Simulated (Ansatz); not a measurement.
Ga(OCMe2)H3 (C₃H₉GaO). The state is a singlet with charge 0. Geometry r2SCAN-D4/def2-SVP, basis def2-TZVP, Ansatz.

```xyz
14

C     0.067    0.266   -0.543
C     0.184    0.912   -1.886
C     1.268    0.208    0.345
Ga   -1.453   -1.164    1.635
O    -1.015   -0.207   -0.188
H     0.515    1.957   -1.765
H     0.971    0.406   -2.471
H    -0.772    0.874   -2.421
H     1.473   -0.847    0.593
H     1.017    0.689    1.306
H     2.156    0.676   -0.099
H    -1.086    0.044    2.586
H    -0.368   -2.309    1.537
H    -2.957   -1.507    1.371
```

```
run  HOMO (eV)  LUMO (eV)
  A      -7.02      -2.14
  B      -8.81      -0.54
  C      -7.43      -1.75
  D      -6.20      -2.84
  E      -6.49      -2.63
  F      -6.27      -3.03
```

HSE06 is defined as in plane-wave codes, on full-range PBE exchange. Another isomer (singlet) lies 1.08 eV lower at PBE0-D4/def2-TZVP; other spin states weren't run for this one.

Problem. The runs used CAM-B3LYP, HSE06, LDA (SPW92), PBE, PBE0, r2SCAN. Estimate which is which.

Solution. A HSE06 (range-separated); B CAM-B3LYP (range-separated); C PBE0 (25 % exact exchange); D PBE (0 % exact exchange); E r2SCAN (0 % exact exchange); F LDA (SPW92) (0 % exact exchange). Exact exchange lowers occupied and raises empty levels; among semilocal functionals meta-GGAs tend to open the gap a little, and such runs are hard to tell apart. The gap grows from 3.24 eV (LDA (SPW92)) to 8.28 eV (CAM-B3LYP).
